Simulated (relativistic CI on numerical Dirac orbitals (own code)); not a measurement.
Spin-allowed bands of a d8 ion in a tetrahedral site, by hand

Problem. Take Δ = 3850 cm⁻¹ and B = 690 cm⁻¹ for a d8 ion in a tetrahedral site. Calculate the three spin-allowed bands.

Working.
1. The terms of highest spin are 3F (energy 0) and 3P (15B = 10350 cm⁻¹). Here the F term splits into A2 at +1.2Δ = 4620, T2 at +0.2Δ = 770 and T1 at −0.6Δ = -2310 cm⁻¹.
2. The two T1 states mix through the element 0.4Δ: H = [[-2310, 1540], [1540, 10350]], with roots ½(H₁₁ + H₂₂) ∓ ½√[(H₂₂ − H₁₁)² + 4H₁₂²] = ½(8040) ∓ ½(13029) = -2495 and 10535 cm⁻¹.
3. The ground term is 3T1 at -2495 cm⁻¹.
4. Bands: 3T2 3265 cm⁻¹ (3063 nm), 3A2 7115 cm⁻¹ (1406 nm), 3T1(P) 13029 cm⁻¹ (768 nm).

Check. Exact diagonalisation of the whole d8 shell with these parameters gives 3T2 3265, 3A2 7115, 3T1 13029 cm⁻¹. The match is exact, since without spin-orbit coupling no other term has this spin. The ratio of the second band to the first, 2.179, depends on Δ/B = 5.6 alone, which is how a Tanabe-Sugano diagram is read.
